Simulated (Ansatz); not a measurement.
Ansatz results at the PBE0-D4/def2-TZVP geometry: LUMO energy (ωB97M-V/def2-TZVPP) 0.37 eV; LUMO energy (PBE0/def2-TZVPP) -1.68 eV; size of the dipole moment (B3LYP/def2-TZVPP) 2.88 D.

Each molecule was computed in one conformer, which needn't be the lowest.

Which molecule gave them?
A. `C[O][Ge]([CH3])([NH2])[F]`
B. `C[O][Ge]([O]C)([O]C)[O]C`
C. `[F][Ge]([F])([F])[SeH]`
D. `[SiH3][O][Ge]([O][SiH3])([O][SiH3])[O][SiH3]`

C. The others give `C[O][Ge]([CH3])([NH2])[F]`: 1.99, 0.49, 1.43; `[SiH3][O][Ge]([O][SiH3])([O][SiH3])[O][SiH3]`: 0.76, -0.95, 0.00; `C[O][Ge]([O]C)([O]C)[O]C`: 2.11, 0.27, 0.00.

B3LYP here is the variant with VWN-RPA as its local correlation; programs differ in this.
